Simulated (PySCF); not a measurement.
C₃H₆F₂Si, SMILES [SiH3]CC=C(F)F.

Coordinates come from a PBE0-D3(BJ)/def2-SVP optimisation. This is a generated structure with no PubChem entry under its InChIKey; it may be hypothetical. One conformer was computed; it need not be the lowest.

Two levels are set side by side: PBE/def2-TZVP (PySCF) and r2SCAN/def2-TZVP (PySCF). Same geometry, gas phase. Differences are taken from unrounded values.

```json
[
 {"quantity": "orbital gap (eV)", "r2SCAN": "5.74"},
 {"quantity": "highest occupied level (eV)", "r2SCAN": "-6.02"},
 {"quantity": "lowest empty level (eV)", "r2SCAN": "-0.28"},
 {"quantity": "dipole moment (D)", "r2SCAN": "1.21"},
 {"quantity": "mean polarisability (bohr³)", "r2SCAN": "65.8"}
]
```

Question: What does PBE give, and how far is it from r2SCAN? (An estimate is asked for; the answer gives what the named calculation found.)

Answer: 
| quantity | PBE | PBE minus r2SCAN |
|---|---|---|
| orbital gap (eV) | 5.27 | -0.47 |
| highest occupied level (eV) | -5.81 | 0.21 |
| lowest empty level (eV) | -0.54 | -0.26 |
| dipole moment (D) | 1.15 | -0.07 |
| mean polarisability (bohr³) | 67.6 | 1.8 |

Rough cost on one machine, each run with all the roots and properties that it gave: r2SCAN against PBE about 4 times.
